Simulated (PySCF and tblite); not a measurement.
Values are calculated unless marked as measured or tabulated.
Stationary points of C4H9NSe at GFN2-xTB, in Å:

Structure A

```
 1 C     1.748   -0.276    0.349
 2 C     0.698   -0.001   -0.722
 3 N    -0.613    0.211   -0.145
 4 C    -1.434   -0.959    0.032
 5 C    -1.006    1.409    0.256
 6 Se   -0.093    2.934    0.149
 7 H     1.503   -1.169    0.920
 8 H     1.808    0.570    1.030
 9 H     2.719   -0.415   -0.116
10 H     0.974    0.903   -1.272
11 H     0.633   -0.838   -1.421
12 H    -0.910   -1.700    0.640
13 H    -2.366   -0.696    0.528
14 H    -1.664   -1.406   -0.938
15 H    -2.002    1.439    0.689
```

Structure B

```
 1 C     1.619   -0.836    0.000
 2 C     0.833    0.413   -0.354
 3 N    -0.585    0.369   -0.029
 4 C    -1.155   -0.800    0.590
 5 C    -1.327    1.424   -0.314
 6 Se   -0.762    2.934   -1.075
 7 H     1.249   -1.708   -0.533
 8 H     1.598   -1.036    1.068
 9 H     2.654   -0.680   -0.291
10 H     1.264    1.280    0.162
11 H     0.919    0.613   -1.429
12 H    -0.681   -0.998    1.553
13 H    -2.219   -0.641    0.755
14 H    -1.030   -1.676   -0.049
15 H    -2.377    1.339   -0.051
```

Geometries: GFN2-xTB; energies: PBE0/pcSseg-1 + D3(BJ); zero-point and thermal terms from GFN2-xTB harmonic modes (soft modes blended into free rotors).

Problem. Which structure is a saddle point, and along which motion?

Solution. B: one imaginary mode (66i cm⁻¹ at GFN2-xTB, mostly on C2, C1, H10), along the rotation about the C2–N3 bond (torsion C1–C2–N3–C4 from -90° to 90°, rising).

Problem. Give their symmetry and energies above the lowest.

Solution. A C1, 0.0 kcal/mol; B Cs, 3.1 kcal/mol.

Spin–orbit effects of heavy atoms on shieldings are missing.
